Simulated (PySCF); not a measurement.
H2Cl3NTi, septet, at a GFN2-xTB geometry of the parent state (such geometries of metal compounds can be far from the true shape) (the multiplicity is a formal guess); DF-PBE0/6-31G* (PySCF).

Here is a job for PySCF.
```python
from pyscf import gto, scf, dft

mol = gto.M(
    atom='''
Ti   -0.077443   -0.276581   -0.065696
Cl    1.955966    0.211574   -0.707327
Cl    0.105829   -0.034612    2.116002
Cl   -1.247596    1.168313   -1.245647
N    -1.252335   -1.772572   -0.147701
H    -1.195158   -2.697770   -0.574794
H    -2.176118   -1.679129    0.282538
''',
    basis='6-31g*',
    charge=0,
    spin=6,
    verbose=4,
)

mf = dft.ROKS(mol)
mf.xc = 'pbe0'
mf = mf.density_fit(auxbasis='def2-universal-jkfit')
mf.kernel()
```

What the program printed (banner, timings and long lists left out):

```
PySCF version 2.14.0

[INPUT] verbose = 4
[INPUT] num. atoms = 7
[INPUT] num. electrons = 82
[INPUT] charge = 0
[INPUT] spin (= nelec alpha-beta = 2S) = 6
[INPUT] symmetry False subgroup None
[INPUT] Mole.unit = angstrom
[INPUT] Symbol           X                Y                Z      unit          X                Y                Z       unit  Magmom
[...]
nuclear repulsion = 530.25070851921
number of shells = 46
number of NR pGTOs = 285
number of NR cGTOs = 106
basis = 6-31g*
ecp = {}

******** <class 'pyscf.df.df_jk.DFROKS'> ********
method = DFROKS
initial guess = minao
damping factor = 0
level_shift factor = 0
DIIS = <class 'pyscf.scf.diis.CDIIS'>
diis_start_cycle = 1
diis_space = 8
diis_damp = 0
SCF conv_tol = 1e-09
SCF conv_tol_grad = None
SCF max_cycles = 50
direct_scf = False
num. doubly occ = 38  num. singly occ = 6
XC library pyscf.dft.libxc version 7.1.2
    S. Lehtola, C. Steigemann, M. J. T. Oliveira, and M. A. L. Marques,  SoftwareX 7, 1–5 (2018)
XC functionals = pbe0
    C. Adamo and V. Barone,  J. Chem. Phys. 110, 6158 (1999)
    M. Ernzerhof and G. E. Scuseria,  J. Chem. Phys. 110, 5029 (1999)
radial grids:
    Treutler-Ahlrichs [JCP 102, 346 (1995); DOI:10.1063/1.469408] (M4) radial grids

becke partition: Becke, JCP 88, 2547 (1988); DOI:10.1063/1.454033
pruning grids: <function nwchem_prune>
grids dens level: 3
symmetrized grids: False
atomic radii adjust function: <function treutler_atomic_radii_adjust>
small_rho_cutoff = 0
Set gradient conv threshold to 3.16228e-05
tot grids = 111064
******** <class 'pyscf.df.df.DF'> ********
auxbasis = def2-universal-jkfit
init E= -2285.47048607287
[...]
cycle= 1 E= -2284.6069021106  delta_E= 0.864  |g|= 0.803  |ddm|= 2.38
[...]
cycle= 2 E= -2282.76547730926  delta_E= 1.84  |g|= 1.92  |ddm|= 5.81

WARN: HOMO 0.0370049985011982 >= LUMO -0.357423364887515

cycle= 3 E= -2283.31107397597  delta_E= -0.546  |g|=  1.2  |ddm|= 4.59

WARN: HOMO 0.00915491871298784 >= LUMO -0.0334068712794227

cycle= 4 E= -2284.36565929376  delta_E= -1.05  |g|= 0.821  |ddm|= 4.77

WARN: HOMO -0.0112212178174489 >= LUMO -0.362399579483823

cycle= 5 E= -2283.53526072046  delta_E= 0.83  |g|= 1.23  |ddm|= 3.57

WARN: HOMO 0.027644663267703 >= LUMO -0.0648843359162252

cycle= 6 E= -2284.03954724586  delta_E= -0.504  |g|= 0.993  |ddm|= 5.16

WARN: HOMO -0.0425877526278349 >= LUMO -0.384329905630103

cycle= 7 E= -2283.92182568198  delta_E= 0.118  |g|= 1.09  |ddm|= 4.92

WARN: HOMO 0.0199335676416368 >= LUMO -0.100218595756935

[...]

WARN: HOMO -0.112893109192803 >= LUMO -0.402420259720537

cycle= 31 E= -2283.92925604374  delta_E= 0.277  |g|= 1.14  |ddm|= 5.15

WARN: HOMO -0.00206428172245895 >= LUMO -0.142859364691223

cycle= 32 E= -2284.21164965665  delta_E= -0.282  |g|= 0.744  |ddm|= 5.11

WARN: HOMO -0.112100561571385 >= LUMO -0.397242441272224

cycle= 33 E= -2283.92991128074  delta_E= 0.282  |g|= 1.14  |ddm|= 5.11

WARN: HOMO -0.00252575843938985 >= LUMO -0.150612176083281

cycle= 34 E= -2284.22452614619  delta_E= -0.295  |g|= 0.721  |ddm|= 5.05

WARN: HOMO -0.120782183212926 >= LUMO -0.388467970648266

cycle= 35 E= -2283.89296788344  delta_E= 0.332  |g|= 1.19  |ddm|= 5.04

WARN: HOMO -0.00509206076122526 >= LUMO -0.167987826652019

cycle= 36 E= -2284.25912503648  delta_E= -0.366  |g|= 0.672  |ddm|= 4.99

WARN: HOMO -0.144936110374826 >= LUMO -0.390945751283309

cycle= 37 E= -2283.3606043253  delta_E= 0.899  |g|= 1.54  |ddm|=  5.1

WARN: HOMO -0.00657516298417971 >= LUMO -0.175670185107455

cycle= 38 E= -2284.01767893472  delta_E= -0.657  |g|= 0.885  |ddm|= 4.87

WARN: HOMO -0.142687230474784 >= LUMO -0.438943503980964

cycle= 39 E= -2283.72349481786  delta_E= 0.294  |g|= 1.34  |ddm|= 5.01

WARN: HOMO -0.0106979247274865 >= LUMO -0.173345260080073

cycle= 40 E= -2284.28098193219  delta_E= -0.557  |g|= 0.647  |ddm|= 4.82

WARN: HOMO -0.154454617039002 >= LUMO -0.433044811575802

cycle= 41 E= -2283.71112258074  delta_E= 0.57  |g|= 1.39  |ddm|= 4.82

WARN: HOMO -0.00378809240385847 >= LUMO -0.195400131793957

cycle= 42 E= -2284.32619116427  delta_E= -0.615  |g|= 0.554  |ddm|= 4.73
[...]
cycle= 43 E= -2284.55627577023  delta_E= -0.23  |g|= 0.887  |ddm|= 4.59

WARN: HOMO 0.000364459273848983 >= LUMO -0.185003828036855

cycle= 44 E= -2284.30187078181  delta_E= 0.254  |g|= 0.592  |ddm|= 4.58
[...]
cycle= 45 E= -2284.48279783705  delta_E= -0.181  |g|= 1.01  |ddm|= 4.57

WARN: HOMO -0.00630217857273951 >= LUMO -0.196197300197702

cycle= 46 E= -2284.33239007937  delta_E= 0.15  |g|= 0.536  |ddm|= 4.57
[...]
cycle= 47 E= -2284.51035990238  delta_E= -0.178  |g|= 0.969  |ddm|= 4.59

WARN: HOMO -0.00510107100821511 >= LUMO -0.196589907633544

cycle= 48 E= -2284.34550711356  delta_E= 0.165  |g|= 0.513  |ddm|= 4.52
[...]
cycle= 49 E= -2284.47573325621  delta_E= -0.13  |g|= 1.03  |ddm|= 4.52

WARN: HOMO -0.00566365058769813 >= LUMO -0.190125391164226

cycle= 50 E= -2284.3356410487  delta_E= 0.14  |g|= 0.544  |ddm|= 4.62
SCF not converged.
SCF energy = -2284.3356410487
```

The run did not converge; its last values are not results.
